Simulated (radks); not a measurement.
All-electron atom: Tl in [Hg] 6p1.

Method: scalar-relativistic Kohn-Sham, LDA (Slater exchange, Perdew-Wang correlation), spin-polarised, spherical densities, finite nucleus; open shells are filled with parallel spins first (spin-orbit coupling, left out, can overturn this in heavy ions); Fermi nuclear charge, rms radius 5.4759 fm; hard spherical wall at 7 bohr; computed with a radial shooting solver on a logarithmic mesh with Libxc functionals.

Energy parts (eV):
| part | energy |
|---|---|
| total | -550478.96 |
| kinetic | 619452.63 |
| electron-nucleus | -1372775.38 |
| Hartree | 212840.22 |
| exchange-correlation | -9996.42 |

Orbitals (lengths in bohr, moments of r in powers of bohr; r(max) is where P^2 peaks):
orbital  occ.  eigenvalue (eV)       <r^4>   <1/r>      <r>   r(max)
1s up       1        -85512.36   3.767e-07   99.30  0.01633  0.01004
1s down     1        -85512.35   3.767e-07   99.30  0.01633  0.01004
2s up       1        -15227.55  0.00005463   23.32  0.06880  0.05819
2s down     1        -15227.55  0.00005463   23.32  0.06880  0.05819
2p up       3        -13107.83  0.00004492   20.59  0.06236  0.04834
2p down     3        -13107.83  0.00004492   20.59  0.06236  0.04834
3s up       1        -3633.884    0.001966   8.642   0.1777   0.1641
3s down     1        -3633.880    0.001966   8.642   0.1777   0.1641
3p up       3        -3023.478    0.002179   7.846   0.1794   0.1639
3p down     3        -3023.473    0.002179   7.846   0.1794   0.1639
3d up       5        -2388.420    0.001672   7.373   0.1625   0.1334
3d down     5        -2388.416    0.001672   7.373   0.1625   0.1334
4s up       1        -809.7004     0.04335   3.719   0.3920   0.3691
4s down     1        -809.6936     0.04334   3.719   0.3920   0.3691
4p up       3        -609.4477     0.05813   3.348   0.4179   0.3891
4p down     3        -609.4401     0.05813   3.348   0.4179   0.3891
4d up       5        -374.2183     0.07887   3.008   0.4400   0.3955
4d down     5        -374.2099     0.07887   3.008   0.4400   0.3955
5s up       1        -130.5036       1.072   1.555   0.8762   0.8070
5s down     1        -130.4874       1.071   1.555   0.8762   0.8070
4f up       7        -113.7212      0.1373   2.605   0.4677   0.3574
4f down     7        -113.7117      0.1373   2.605   0.4677   0.3574
5p up       3         -75.5770       1.974   1.325    1.007   0.9033
5p down     3         -75.5569       1.970   1.325    1.007   0.9033
5d up       5         -14.9919       9.836  0.9462    1.397    1.116
5d down     5         -14.8873       9.520  0.9498    1.390    1.115
6s up       1          -9.4492       74.27  0.5138    2.472    2.081
6s down     1          -8.9892       72.53  0.5184    2.455    2.067
6p up       1          -1.9832       200.7  0.3723    3.276    2.858
6p down     0          -1.4038       201.8  0.3735    3.274    2.835
7s up       0           4.2618       518.0  0.3076    4.285    4.765
7s down     0           4.6893       524.7  0.3047    4.308    4.781
6d up       0           4.9410       442.0  0.2847    4.212    4.320
6d down     0           5.4743       449.8  0.2817    4.236    4.356
5f up       0           9.0416       491.3  0.2467    4.381    4.581
5f down     0           9.5647       500.4  0.2454    4.404    4.623

The highest occupied level is 6p up at -1.983 eV. The electron density at the nucleus is 2.708e+06 e/bohr^3 (large components only). Spin moment in Bohr magnetons: 1. The spin density at the nucleus is -5.417 e/bohr^3 (1s -0.149, 2s 0.054, 3s 0.032, 4s -0.021, 5s 0.071, 6s -5.403).
